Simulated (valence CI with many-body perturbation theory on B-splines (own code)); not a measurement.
## Pd XXXIII: electric-dipole lines

Calculated by valence CI with perturbative core correlation (CI+MBPT): four valence electrons over a frozen Dirac-Fock core [Ne], a basis of 11 s, 11 p, 10 d, 8 f, 5 g, 2 h functions for each j, with the one-electron correlation potential Σ1 (screened to all orders), the two-electron term Σ2, the three-electron term Σ3, Breit, model QED; selected single and double excitations, second order for the rest, scaled by the run's own slope (own B-spline code, finite nucleus).

The last digits are not significant, and no measured levels were compared; by estimate large intervals hold to a few tenths of a per cent, small ones and those within an open d or f shell to about a per cent. Among the levels kept, up to 700 cm⁻¹ of a level comes from second order outside the variational space, and about a tenth of that is noise between levels of different J, which matters for small intervals.

Lines 1 to 50 of 544 in falling wavelength, among levels below 3635.9 × 10³ cm⁻¹, chosen from the strongest by gf and those to the six lowest levels. Wavelengths and rates use the calculated energies. Electric multipoles are in the length gauge with retardation, E1 and E2 with the static RPA response of the core. Weak lines are less certain than strong ones. Lines between different terms over intervals too small for the method are left out, as are lines whose strength nearly cancels. The highest levels of a list are the least certain.

Levels are named by their leading jj configuration (3d3/2^4 stands for four electrons in 3d with j = 3/2), which in mixed levels can hold well under half, so a name can repeat and another be missing. Letters in brackets count levels of one name in rising energy.

```
λ vac (nm)                           Upper                           Lower   A (s⁻¹)  log gf  Branch %
     33.62          (3s 3p1/2^2 3p3/2) J=2              (3s^2 3p3/2^2) J=2  1.23e+07   -2.98       0.3
     29.65          (3s 3p1/2^2 3p3/2) J=1              (3s^2 3p3/2^2) J=0  1.53e+07   -3.22       0.0
     23.23          (3s 3p1/2^2 3p3/2) J=1              (3s^2 3p3/2^2) J=2  1.89e+08   -2.34       0.5
     19.32  (3s 3p1/2 3d3/2 3d5/2) J=5 [a]      (3s 3p3/2^2 3d5/2) J=4 [b]  1.82e+09   -0.95       3.5
     18.47      (3s 3p1/2 3p3/2^2) J=2 [a]              (3s^2 3p3/2^2) J=2  2.44e+08   -2.20       4.6
     18.14  (3s 3p1/2 3d3/2 3d5/2) J=5 [b]          (3s^2 3d3/2 3d5/2) J=4  2.77e+09   -0.82       2.4
     17.37          (3s 3p1/2 3d5/2^2) J=5      (3s 3p3/2^2 3d5/2) J=4 [b]  2.41e+09   -0.92       4.0
     16.95          (3s 3p1/2^2 3p3/2) J=2          (3s^2 3p1/2 3p3/2) J=2  1.52e+09   -1.48      38.9
     16.67      (3s 3p1/2 3p3/2 3d5/2) J=5          (3s^2 3p3/2 3d5/2) J=4  3.15e+09   -0.84     100.0
     16.41          (3s 3p1/2 3p3/2^2) J=3              (3s^2 3p3/2^2) J=2  2.43e+09   -1.16      50.7
     16.29          (3s^2 3p1/2 3d3/2) J=2              (3s^2 3p3/2^2) J=2  3.20e+08   -2.20      38.5
     16.21       (3p1/2^2 3p3/2 3d5/2) J=3  (3s 3p1/2 3p3/2 3d5/2) J=3 [e]  3.10e+09   -1.07       4.7
     15.85          (3s 3p1/2^2 3p3/2) J=2          (3s^2 3p1/2 3p3/2) J=1  2.38e+09   -1.35      60.8
     15.85      (3s 3p1/2 3p3/2^2) J=1 [a]              (3s^2 3p3/2^2) J=0  1.11e+09   -1.90       1.3
     15.62       (3p1/2^2 3p3/2 3d5/2) J=4  (3s 3p1/2 3p3/2 3d5/2) J=3 [d]  2.55e+09   -1.08       2.6
     14.90       (3p1/2^2 3p3/2 3d5/2) J=4  (3s 3p1/2 3p3/2 3d5/2) J=3 [c]  3.80e+09   -0.94       3.9
     14.31       (3p1/2^2 3p3/2 3d3/2) J=2  (3s 3p1/2 3p3/2 3d3/2) J=2 [c]  5.95e+09   -1.04      10.4
     14.15          (3s^2 3p1/2 3d3/2) J=1              (3s^2 3p3/2^2) J=0  1.18e+09   -1.97       0.5
     14.12   (3p1/2 3p3/2^2 3d5/2) J=4 [b]          (3s 3p3/2^2 3d3/2) J=4  4.23e+09   -0.94       3.4
     13.97   (3p1/2 3p3/2^2 3d5/2) J=4 [a]          (3s 3p3/2^2 3d5/2) J=5  6.04e+09   -0.80       7.6
     13.84          (3s 3p1/2^2 3p3/2) J=1          (3s^2 3p1/2 3p3/2) J=2  5.50e+09   -1.32      14.7
     13.81      (3s 3p1/2 3p3/2^2) J=1 [a]              (3s^2 3p3/2^2) J=2  1.09e+09   -2.03       1.2
     13.38   (3p1/2 3p3/2^2 3d5/2) J=3 [a]      (3s 3p3/2^2 3d5/2) J=4 [a]  8.48e+09   -0.80       6.6
     13.34       (3p1/2^2 3p3/2 3d5/2) J=2  (3s 3p1/2 3p3/2 3d5/2) J=2 [b]  8.93e+09   -0.92       8.6
     13.30           (3p1/2^2 3p3/2^2) J=2          (3s 3p1/2 3p3/2^2) J=3  1.18e+10   -0.81      31.6
     13.27      (3s 3p1/2 3p3/2^2) J=2 [b]              (3s^2 3p3/2^2) J=2  1.86e+09   -1.61       4.0
     13.23      (3s 3p1/2 3p3/2^2) J=1 [b]              (3s^2 3p3/2^2) J=0  1.70e+09   -1.87       0.7
     13.19       (3p1/2^2 3p3/2 3d5/2) J=3  (3s 3p1/2 3p3/2 3d5/2) J=4 [c]  5.21e+09   -1.02       7.9
     13.13       (3p1/2^2 3p3/2 3d3/2) J=3  (3s 3p1/2 3p3/2 3d5/2) J=3 [a]  5.43e+09   -1.01       5.9
     13.10          (3s 3p1/2 3d5/2^2) J=5          (3s 3p3/2^2 3d5/2) J=5  6.74e+09   -0.72      11.3
     13.09          (3s 3p1/2^2 3p3/2) J=1          (3s^2 3p1/2 3p3/2) J=1  9.57e+08   -2.13       2.6
     12.96  (3s 3p1/2 3p3/2 3d5/2) J=2 [b]                (3s 3p3/2^3) J=2  7.91e+09   -1.00       4.9
     12.86  (3s 3p1/2 3d3/2 3d5/2) J=3 [e]          (3s 3p3/2^2 3d3/2) J=4  6.88e+09   -0.92       3.2
     12.75          (3s^2 3p1/2 3d5/2) J=3              (3s^2 3p3/2^2) J=2  7.72e+08   -1.88       2.2
     12.72       (3p1/2^2 3p3/2 3d5/2) J=2  (3s 3p1/2 3p3/2 3d5/2) J=3 [b]  1.79e+10   -0.66      17.3
     12.50          (3s^2 3p1/2 3d3/2) J=1              (3s^2 3p3/2^2) J=2  4.57e+08   -2.49       0.2
     12.50   (3p1/2 3p3/2^2 3d3/2) J=2 [c]      (3s 3p3/2^2 3d3/2) J=3 [a]  8.65e+09   -0.99       3.9
     12.24       (3p1/2^2 3p3/2 3d3/2) J=3  (3s 3p1/2 3p3/2 3d5/2) J=4 [b]  1.93e+10   -0.52      21.0
     12.08   (3p1/2 3p3/2^2 3d5/2) J=4 [b]      (3s 3p3/2^2 3d5/2) J=4 [a]  8.61e+09   -0.77       6.9
     12.07       (3p1/2^2 3p3/2 3d3/2) J=2  (3s 3p1/2 3p3/2 3d3/2) J=3 [a]  1.77e+10   -0.71      31.0
     12.02       (3p1/2^2 3p3/2 3d5/2) J=4  (3s 3p1/2 3p3/2 3d5/2) J=3 [a]  6.28e+09   -0.91       6.4
     12.00       (3p1/2^2 3p3/2 3d5/2) J=4      (3s 3p1/2 3p3/2 3d5/2) J=5  2.94e+10   -0.24      30.0
     11.99      (3s 3p1/2 3p3/2^2) J=2 [a]          (3s^2 3p1/2 3p3/2) J=2  1.99e+08   -2.67       3.7
     11.90          (3s^2 3p1/2 3d5/2) J=2              (3s^2 3p3/2^2) J=2  1.45e+09   -1.81       0.9
     11.83       (3p1/2^2 3p3/2 3d3/2) J=3  (3s 3p1/2 3p3/2 3d5/2) J=4 [a]  1.05e+10   -0.81      11.5
     11.78      (3s 3p1/2 3p3/2^2) J=1 [b]              (3s^2 3p3/2^2) J=2  2.78e+09   -1.76       1.2
     11.76      (3s 3p1/2 3d5/2^2) J=4 [a]      (3s 3p3/2^2 3d5/2) J=4 [a]  7.70e+09   -0.84       4.6
     11.73       (3p1/2^2 3p3/2 3d5/2) J=2  (3s 3p1/2 3p3/2 3d5/2) J=1 [a]  1.23e+10   -0.90      11.8
     11.56       (3p1/2 3p3/2^2 3d3/2) J=4  (3s 3p1/2 3p3/2 3d5/2) J=4 [c]  8.22e+09   -0.83      11.9
     11.55          (3s 3p3/2 3d5/2^2) J=4      (3s 3p3/2^2 3d5/2) J=3 [b]  4.86e+09   -1.06       4.2
```

Question: How does gf follow from A for the line at 12.08 nm?

Answer: gf = 1.4992 × (2J+1)_upper × A / σ², with σ = 827840 cm⁻¹ and 2J+1 = 9: gf = 0.170.
